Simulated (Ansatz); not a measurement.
`[BH2][GeH2][F]` → `[BH2]`• + `[F][GeH2]`•  (homolysis of the B–Ge bond)

Program: Ansatz. Geometries: PBE0-D4/def2-TZVP. ΔE: electronic, gas phase. CBS: MP2 limit from def2 TZ/QZ plus the TZ coupled-cluster correction, frozen cores. This one scheme is used for every species. DFT in def2-TZVPP. No spin–orbit coupling; open shells (•) take unrestricted orbitals. For Ge outer-core shells are correlated without core-valence functions, which leaves a few kJ/mol of doubt a bond. Scalar relativity is left out up to krypton.

`[BH2][GeH2][F]`:

Cartesian coordinates in Å:
```
B -0.986 -0.785 0.066
Ge 0.570 0.549 -0.031
F 2.077 -0.306 -0.288
H -0.811 -1.959 -0.045
H -2.093 -0.373 0.239
H 0.780 1.343 1.273
H 0.462 1.531 -1.214
```

`[BH2]`•:

Cartesian coordinates in Å:
```
B 0.308 0.080 0.117
H -0.497 0.956 0.167
H 0.189 -1.036 -0.284
```

`[F][GeH2]`•:

Z-matrix (Å, degrees):
```
Ge
F 1 1.745
H 1 1.549 2 105.4
H 1 1.549 2 105.4 3 -120.1
```

| level | ΔE (kJ/mol) |
| --- | --- |
| revPBE | 327.4 |
| LC-ωPBE | 349.3 |
| CCSD/def2-SVP | 343.4 |
| CCSD(T)/def2-SVP | 347.1 |

Task: What does CCSD(T)/CBS give? (An estimate is asked.)

Result: Ansatz gave: +370.9 kJ/mol. The listed levels differ from it by -43.5, -21.6, -27.5, -23.8 kJ/mol.

Largest T1 diagnostic among the species: 0.014.

The D4 term adds +6.9 kJ/mol with B3LYP and +3.7 kJ/mol with PBE0; it sums over pairs of atoms, weighted by their polarisabilities, and B3LYP, whose exchange is more repulsive, gets the larger term. From BLYP to BHLYP (50 % exact exchange), in def2-TZVPP and without D4, ΔE moves by +12.2 kJ/mol. At CCSD(T), def2-SVP lies −23.8 kJ/mol from the extrapolated value and def2-TZVPP −11.7 kJ/mol: correlation converges slowly with the basis, and small sets miss more of it in the bonded molecule than in its fragments.

B3LYP here is the variant with VWN-RPA as its local correlation; programs differ in this.
